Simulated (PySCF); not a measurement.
PySCF input (TPSSh/def2-TZVPD):

```python
from pyscf import gto, scf, dft

mol = gto.M(
    atom='''
    C     2.32159805   -0.03454070    0.09807729
    C     0.87362293   -0.46216527   -0.15040261
    C    -0.11241875    0.71583203   -0.32038721
    C    -1.59310634    0.40387410   -0.46147169
    F    -1.88155553   -0.46186922    0.75918982
    H     2.70238919    0.56737784   -0.73486268
    H     2.39299036    0.58355098    0.99900753
    H     3.00061371   -0.88610845    0.22752331
    H     0.51747517   -1.07625004    0.68078989
    H     0.82192335   -1.09160588   -1.04713097
    H     0.04589195    1.39775941    0.53208259
    H     0.17414098    1.28689817   -1.21800702
    H    -1.65960015   -0.36279991   -1.26700568
    ''',
    basis='def2-tzvpd',
    charge=-1,
    spin=0,
    verbose=4,
)

mf = dft.RKS(mol, xc='tpssh').density_fit(auxbasis='def2-universal-jkfit')
mf.grids.level = 3
mf.conv_tol = 1e-9
mf.max_cycle = 100
mf.max_memory = 1500
mf.kernel()
if not mf.converged:
    mf = mf.newton()
    mf.kernel(mf.make_rdm1())
mf.analyze()
```

End of the output:

```
Extra cycle  E= -257.134878808298  delta_E= 9.25e-11  |g|= 2.76e-05  |ddm|= 0.000518
converged SCF energy = -257.134878808298
**** SCF Summaries ****
Total Energy =                        -257.134878808297913
Nuclear Repulsion Energy =             173.910654348807356
One-electron Energy =                 -702.989009793620312
Two-electron Energy =                  271.943476636515015
Two-electron Coulomb Energy =          307.311110756319579
DFT Exchange-Correlation Energy =      -35.367634119804535
HOMO-LUMO gap [eV] =                     1.569333361395877
**** MO energy ****
MO #1   energy= -24.3260838164048  occ= 2
MO #2   energy= -9.96632473050422  occ= 2
MO #3   energy= -9.94070816759732  occ= 2
MO #4   energy= -9.91752151850925  occ= 2
MO #5   energy= -9.90158028874483  occ= 2
MO #6   energy= -0.880666952047985 occ= 2
MO #7   energy= -0.603209190144746 occ= 2
MO #8   energy= -0.514968363417562 occ= 2
MO #9   energy= -0.421309878714247 occ= 2
MO #10  energy= -0.347905566701161 occ= 2
MO #11  energy= -0.288041217642135 occ= 2
MO #12  energy= -0.25765489118222  occ= 2
MO #13  energy= -0.224751059446003 occ= 2
MO #14  energy= -0.214620189826293 occ= 2
MO #15  energy= -0.17983695397438  occ= 2
MO #16  energy= -0.170061479640145 occ= 2
MO #17  energy= -0.151891640343096 occ= 2
MO #18  energy= -0.139267996152277 occ= 2
MO #19  energy= -0.127220236418081 occ= 2
MO #20  energy= -0.0773038403938031 occ= 2
MO #21  energy= 0.0635163056565595 occ= 2
MO #22  energy= 0.12118824343446   occ= 0
MO #23  energy= 0.154801160008892  occ= 0
MO #24  energy= 0.163411428180457  occ= 0
MO #25  energy= 0.178534775726633  occ= 0
MO #26  energy= 0.195783649371299  occ= 0
MO #27  energy= 0.205665936925235  occ= 0
MO #28  energy= 0.207839589844837  occ= 0
MO #29  energy= 0.2240447288307    occ= 0
MO #30  energy= 0.225668510746265  occ= 0
MO #31  energy= 0.246502338116173  occ= 0
MO #32  energy= 0.247905891514342  occ= 0
MO #33  energy= 0.263748421402532  occ= 0
MO #34  energy= 0.267530622673884  occ= 0
MO #35  energy= 0.282899286542279  occ= 0
MO #36  energy= 0.293001786163351  occ= 0
MO #37  energy= 0.304406839248484  occ= 0
MO #38  energy= 0.305854485114966  occ= 0
MO #39  energy= 0.317062682397811  occ= 0
MO #40  energy= 0.322825740627627  occ= 0
MO #41  energy= 0.332163804993368  occ= 0
MO #42  energy= 0.336144652944344  occ= 0
MO #43  energy= 0.345436700348387  occ= 0
MO #44  energy= 0.367404674972344  occ= 0
MO #45  energy= 0.368695322923889  occ= 0
MO #46  energy= 0.371102319094034  occ= 0
MO #47  energy= 0.385890521592668  occ= 0
MO #48  energy= 0.391124992647975  occ= 0
MO #49  energy= 0.401308693136481  occ= 0
MO #50  energy= 0.40697295468215   occ= 0
MO #51  energy= 0.415107442668418  occ= 0
MO #52  energy= 0.422727713526878  occ= 0
MO #53  energy= 0.428490016356169  occ= 0
MO #54  energy= 0.433612436437595  occ= 0
MO #55  energy= 0.443806767922417  occ= 0
MO #56  energy= 0.447275212165755  occ= 0
MO #57  energy= 0.453649009615028  occ= 0
MO #58  energy= 0.45907262091989   occ= 0
MO #59  energy= 0.464948840496235  occ= 0
MO #60  energy= 0.465321086362345  occ= 0
MO #61  energy= 0.47638329893542   occ= 0
MO #62  energy= 0.480317952876803  occ= 0
MO #63  energy= 0.487216677311684  occ= 0
MO #64  energy= 0.504190505730505  occ= 0
MO #65  energy= 0.507722141908957  occ= 0
MO #66  energy= 0.523888288872071  occ= 0
MO #67  energy= 0.525175590800044  occ= 0
MO #68  energy= 0.532136554442868  occ= 0
MO #69  energy= 0.544063704212824  occ= 0
MO #70  energy= 0.552757887415901  occ= 0
MO #71  energy= 0.556745818092935  occ= 0
MO #72  energy= 0.563960998641331  occ= 0
MO #73  energy= 0.571781680119348  occ= 0
MO #74  energy= 0.574167125509282  occ= 0
MO #75  energy= 0.586113880232758  occ= 0
MO #76  energy= 0.600339573006655  occ= 0
MO #77  energy= 0.606199346981507  occ= 0
MO #78  energy= 0.612057015767316  occ= 0
MO #79  energy= 0.621842948129384  occ= 0
MO #80  energy= 0.634792676037807  occ= 0
MO #81  energy= 0.641778528149693  occ= 0
MO #82  energy= 0.663411075973102  occ= 0
MO #83  energy= 0.675893386548437  occ= 0
MO #84  energy= 0.690131145567471  occ= 0
MO #85  energy= 0.70266551299764   occ= 0
MO #86  energy= 0.725299873319493  occ= 0
MO #87  energy= 0.733893837259162  occ= 0
MO #88  energy= 0.754865312082235  occ= 0
MO #89  energy= 0.764690260617237  occ= 0
MO #90  energy= 0.77724395013458   occ= 0
MO #91  energy= 0.789024529223988  occ= 0
MO #92  energy= 0.800691573568753  occ= 0
MO #93  energy= 0.805299779543987  occ= 0
MO #94  energy= 0.810630652100325  occ= 0
MO #95  energy= 0.814452901388321  occ= 0
MO #96  energy= 0.821100715437478  occ= 0
MO #97  energy= 0.839360235872524  occ= 0
MO #98  energy= 0.846828632795566  occ= 0
MO #99  energy= 0.854287460983193  occ= 0
MO #100 energy= 0.867305107948219  occ= 0
MO #101 energy= 0.876190145623317  occ= 0
MO #102 energy= 0.882444003336497  occ= 0
MO #103 energy= 0.890672973343631  occ= 0
MO #104 energy= 0.901014188619043  occ= 0
MO #105 energy= 0.919427353186973  occ= 0
MO #106 energy= 0.923676168085133  occ= 0
MO #107 energy= 0.930664485448458  occ= 0
[...]
```

It need not be the lowest isomer of its formula. Whether it binds its extra electron was not tested at this geometry.
